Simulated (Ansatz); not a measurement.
The first iterations of a band of CH₇BN₂O (12 atoms, charge 0, multiplicity 1).

Theory: RKS PBE0-D4/6-31G* in Ansatz 0.2.0.

```
movable images  : 7
climbing image  : yes
spring          : 5.0 eV/Å²
optimiser       : quadratic models (default)
start path      : IDPP
force threshold : 0.05 eV/Å
iteration limit : 57
end points      : relaxed
```

Image 0:

```xyz
12
Properties=species:S:1:pos:R:3
N -1.293 0.907 0.769
C -0.617 -0.365 0.461
B 0.589 -0.046 -0.540
N 1.651 -0.939 -0.772
O 0.537 1.154 -1.193
H -0.765 1.411 1.476
H -2.216 0.750 1.162
H -1.337 -0.999 -0.075
H -0.316 -0.940 1.353
H 1.742 -1.828 -0.310
H 2.381 -0.739 -1.437
H -0.279 1.579 -0.861
```

Image 8:

```xyz
12
Properties=species:S:1:pos:R:3
N -1.646 0.551 0.823
C -0.670 -0.480 0.435
B 0.638 0.011 -0.341
N 1.637 -0.890 -0.753
O 0.815 1.345 -0.627
H -1.998 1.042 0.005
H -1.218 1.244 1.431
H -1.208 -1.228 -0.166
H -0.387 -1.021 1.350
H 1.594 -1.882 -0.590
H 2.463 -0.586 -1.245
H 0.058 1.839 -0.288
```

| iteration | highest image above the first end (eV) | largest band force component (eV/Å) |
| --- | --- | --- |
| 1 | 0.945 | 2.952 |
| 2 | 0.519 | 1.226 |

**Question.** Does the band converge within its limit, and where does its top end?

**Answer.** The run converged. It ended after 7 iterations with the highest image 0.402 eV above the first end. A vibrational analysis at the climbing image gives 2 clearly imaginary modes (375i, 103i cm⁻¹): a point of higher order, so a lower path passes nearby.

The run took 3.2 min on 1 thread of Arm Neoverse V2, with other jobs on the host, peak memory 0.18 GiB.
